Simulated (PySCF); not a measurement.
# From computed data to an observable: chemical shift, span and skew from a shielding tensor

CH6ClNSi3, SMILES Cl[Si@@H]1[SiH2][SiH2]N=C1. Atoms are numbered in the order given.

```xyz
12

Cl    -2.3680     0.4969    -1.0728
Si    -1.0063     0.2410     0.4768
C     -0.3511    -1.5707     0.3957
N      0.8761    -1.8754     0.2704
Si     2.1765    -0.6706     0.1366
Si     1.0190     1.3876     0.1940
H     -1.7364     0.4672     1.7596
H     -1.0901    -2.3980     0.4531
H      2.9178    -0.9338    -1.1299
H      3.0962    -0.8604     1.2958
H      1.0407     2.1675    -1.0777
H      1.3526     2.2500     1.3664
```
Charge 0, spin multiplicity 1.

The structure is a stationary point at PBE0-D3(BJ)/def2-SVP. The structure was generated by enumeration; whether it is a known compound was not checked.

GIAO shieldings from PBE/pcSseg-1 (PySCF), non-relativistic, no solvent. The symmetric part of the tensor of Si6 has the principal values 441.1, 470.7, 531.6 ppm. The same nucleus in TMS has σ = 335.4 ppm at this level (PySCF, at its B3LYP-D3(BJ)/def2-TZVP geometry). Without spin–orbit terms, shifts of atoms bonded to Cl or Br come out too high.

Question: Work out the isotropic shielding, the ²⁹Si shift against TMS, the span and the skew.

Answer: 
σ(iso) = (σ11 + σ22 + σ33)/3 = 481.1 ppm. δ = σ(ref) − σ(iso) = 335.4 − (481.1) = -145.7 ppm.
Span Ω = σ33 − σ11 = 90.5 ppm. Skew κ = 3(σ(iso) − σ22)/Ω = 0.35. Tumbling in solution averages the tensor to δ; in a static solid the shielding alone would spread this spin-1/2 line over Ω.
